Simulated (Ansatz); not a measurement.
Isolated molecules relaxed with PBE0-D4/def2-TZVP in Ansatz; ΔE leaves out vibrations. CCSD(T)/CBS adds triple-zeta CCSD(T) − MP2 to the extrapolated MP2 energy (def2 sets, frozen cores). This one scheme is used for every species, atoms too. Functionals use def2-TZVPP. B3LYP here is the variant with VWN-RPA as its local correlation; programs differ in this. Open shells (•) are unrestricted, without spin–orbit coupling. Spin–orbit coupling would lower the free atoms: a little for Cl. Bonds to Se are less sure, by a few kJ/mol each and by 10 to 20 or more in all where they break to atoms, as the def2 sets lack core-valence functions. Scalar relativity is left out up to krypton. One conformer a species, not always the lowest.

`C[Se][SiH2]Cl` → Cl• + `C[Se][SiH2]`•  (homolysis of the Cl–Si bond)

`C[Se][SiH2]Cl`:

Cartesian coordinates in Å:
```
C 1.216 -0.076 -1.043
Se -0.540 -0.941 -0.996
Si -1.192 -0.092 0.982
Cl -1.386 1.959 0.932
H 1.690 -0.400 -1.967
H 1.815 -0.394 -0.192
H 1.097 1.005 -1.050
H -2.509 -0.688 1.296
H -0.191 -0.373 2.037
```

`C[Se][SiH2]`•:

Z-matrix (Å, degrees):
```
C
Se 1 1.956
H 1 1.088 2 110.1
H 1 1.088 2 110.1 3 122.3
H 1 1.088 2 106.4 3 -118.9
Si 2 2.258 1 97.6 3 -65.7
H 6 1.490 2 106.0 1 -170.1
H 6 1.495 2 110.3 1 -50.9
```

**Question.** What is ΔE at CCSD(T)/CBS? (Best estimate.)

**Answer.** Computed: +4.83 eV.

**Question.** What do these levels give: revPBE-D4, r2SCAN-D4, B3LYP-D4, r2SCANh-D4, PBE-QIDH, PBE, revPBE, B3LYP, r2SCAN0, RPA@PBE/def2-TZVPP, SCS-MP2/def2-TZVPP, MP2/def2-QZVPP? (An estimate is asked.)

**Answer.** The calculation gave: revPBE-D4 4.54, r2SCAN-D4 4.66, B3LYP-D4 4.56, r2SCANh-D4 4.64, PBE-QIDH 4.76, PBE 4.61, revPBE 4.39, B3LYP 4.45, r2SCAN0 4.59, RPA@PBE/def2-TZVPP 4.23, SCS-MP2/def2-TZVPP 4.77, MP2/def2-QZVPP 5.01 eV.

Largest T1 diagnostic among the species: 0.014.

From r2SCAN to r2SCAN0 (25 % exact exchange), in def2-TZVPP and without D4, ΔE moves by −0.05 eV: exact exchange takes away binding that semilocal exchange gives to molecules. In def2-TZVPP, CCSD(T) changes the Hartree–Fock value by +1.02 eV (the triples alone add +0.09 eV) and MP2 by +1.29 eV; breaking electron pairs costs correlation energy, which Hartree–Fock lacks.
